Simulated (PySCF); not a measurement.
These are PySCF with B3LYP-D3(BJ)/def2-TZVP values and carry that method's errors. Gas-phase values, no solvent. B3LYP has the VWN-RPA correlation part, as in Gaussian. Delta-SCF ions had no search for a lower state. 

Reference species (SMILES): `[AlH3]` (neutral, multiplicity 1).

```
Quantity                                  Result
--------------------------------------  --------
LUMO                                    -1.97 eV
HOMO                                    -8.40 eV
vertical ionisation energy (Delta-SCF)  11.21 eV
```

Changed species: `[SiH3][AlH2]` (1 of 3 H replaced by SiH3; the reference has 0 of 3 H replaced by SiH3).

Task: What does the change do to the LUMO, HOMO and vertical ionisation energy (Delta-SCF)?

Result: the LUMO falls by 0.33 eV, to -2.30 eV; the HOMO increases by 0.98 eV, to -7.42 eV; the vertical ionisation energy (Delta-SCF) drops by 1.50 eV, to 9.71 eV.
